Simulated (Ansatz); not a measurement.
Species: C$_{2}$H$_{4}$B, charge 0, doublet. C2H4B (SMILES B[C]=C, doublet).
B3LYP-D3(BJ)/def2-TZVP minimum from Ansatz (a program for electronic structure):
```xyz
7

B     -0.2989    -0.1530     1.4405
H     -1.3840     0.1186     1.8506
H      0.5475    -0.5469     2.1807
C      0.0005     0.0002    -0.0022
C      0.2620     0.1341    -1.2625
H      0.3449    -0.7240    -1.9272
H      0.4116     1.1113    -1.7184
```
Charge 0, spin multiplicity 2.

Total energies in aug-cc-pVDZ, 15 correlated electrons, 3 frozen orbitals. Open shells are spin-unrestricted; no spin-orbit coupling. Correlated methods leave the cores frozen. No relativity. The UHF reference of C2H4B (B[C]=C, doublet) is spin-contaminated (<S^2> up to 0.11 over the pure value in the sets run).

| method | program | energy (Eh) | minus CCSDT(Q) (mEh) |
|---|---|---|---|
| HF | Ansatz | -102.67381 | 387.12 |
| MP2 | Ansatz | -102.99854 | 62.40 |
| CCSD | Ansatz | -103.04497 | 15.97 |
| CCSD(T) | Ansatz | -103.05859 | 2.34 |
| CCSDT(Q) | Ansatz | -103.06093 | 0.00 |

Rough core times of Ansatz's runs on a shared machine: CCSD(T) 40 s, CCSDT(Q) 50 min.
